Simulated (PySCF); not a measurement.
Telling isomers of C5H5F3O2 apart by NMR

Computational details: shieldings: GIAO PBE0/pcSseg-1, geometry: GFN2-xTB, in PySCF 2.14.0 with density-fitted response routines (gas phase, no relativistic terms, one averaged value for each set of equivalent atoms, a single conformation).

Chemical shifts δ = σref − σ; ¹H (σ = 31.72 ppm), ¹³C (σ = 186.93 ppm) vs TMS, all at this level. Splittings of carbon signals by F and P are missing where no couplings were computed. Where no couplings were computed, multiplicities follow the n + 1 count of equivalent neighbours, and m marks all less simple cases (inequivalent or close neighbours, rings, F or P nearby). Shifts are as computed. Against solution values, carbons near 30 ppm lie about +3 ppm off and those near 130 ppm about +5 ppm. Of 1211 compounds with measured shifts, 218 miss one by over three times the rms of a fit or turn the order of signals round; such compounds aren't used in these exercises.

(1) Tabulate the signals of `C[C@@H]1OC(=O)[C@H]1C(F)(F)F`, `FC(F)(F)O/C=C/[C@H]1CO1`, `O=CCOCC(F)=C(F)F` and their relative energies.

(2) What is the quickest way to tell FC(F)(F)O/C=C/[C@H]1CO1 from O=CCOCC(F)=C(F)F?

(3) What is the quickest way to tell C[C@@H]1OC(=O)[C@H]1C(F)(F)F from FC(F)(F)O/C=C/[C@H]1CO1?

(4) What is the quickest way to tell C[C@@H]1OC(=O)[C@H]1C(F)(F)F from O=CCOCC(F)=C(F)F?

Answers

(1) 
| SMILES | carbon types | δC | δH | E rel. (kcal/mol) |
| --- | --- | --- | --- | --- |
| C[C@@H]1OC(=O)[C@H]1C(F)(F)F | 2×C 2×CH 1×CH3 | 163.7, 132.5, 70.1, 66.2, 22.1 | 4.68 (m, 1H), 3.54 (m, 1H), 1.62 (d, 3H) | 0.0 |
| FC(F)(F)O/C=C/[C@H]1CO1 | 1×C 3×CH 1×CH2 | 144.7, 130.2, 119.5, 52.7, 46.3 | 6.45 (m, 1H), 5.98 (m, 1H), 3.19 (m, 1H), 2.79 (m, 1H), 2.16 (m, 1H) | 44.8 |
| O=CCOCC(F)=C(F)F | 2×C 1×CH 2×CH2 | 204.6, 168.7, 140.5, 78.7, 66.7 | 9.83 (t, 1H), 5.02 (m, 2H), 4.55 (d, 2H) | 59.5 |

Energies are electronic energies at PBE0/pcSseg-1 on these geometries, without zero-point or thermal terms, each for the one conformer computed, which needn't be the lowest.

(2) Both give the same number of carbon signals, but DEPT or the intensities differ. The first has a β carbon of an enol-ether or enamine type C=C (CH) at 119.5 ppm, the second an aldehyde carbonyl carbon (CH) at 204.6 ppm. Their most deshielded carbons lie at 144.7 and 204.6 ppm. In the proton spectra the most deshielded non-exchanging signals are 6.45 (m, 1H) and 9.83 (t, 1H).

(3) Both give the same number of carbon signals, but DEPT or the intensities differ. The first has a methyl carbon (CH3) at 22.1 ppm, the second an alkene carbon bearing oxygen (CH) at 144.7 ppm. Their most deshielded carbons lie at 163.7 and 144.7 ppm. In the proton spectra the most deshielded non-exchanging signals are 4.68 (m, 1H) and 6.45 (m, 1H).

(4) Both give the same number of carbon signals, but DEPT or the intensities differ. The first has an sp3 CH bonded to O at 70.1 ppm, the second an aldehyde carbonyl carbon (CH) at 204.6 ppm. Their most deshielded carbons lie at 163.7 and 204.6 ppm. In the proton spectra the most deshielded non-exchanging signals are 4.68 (m, 1H) and 9.83 (t, 1H).
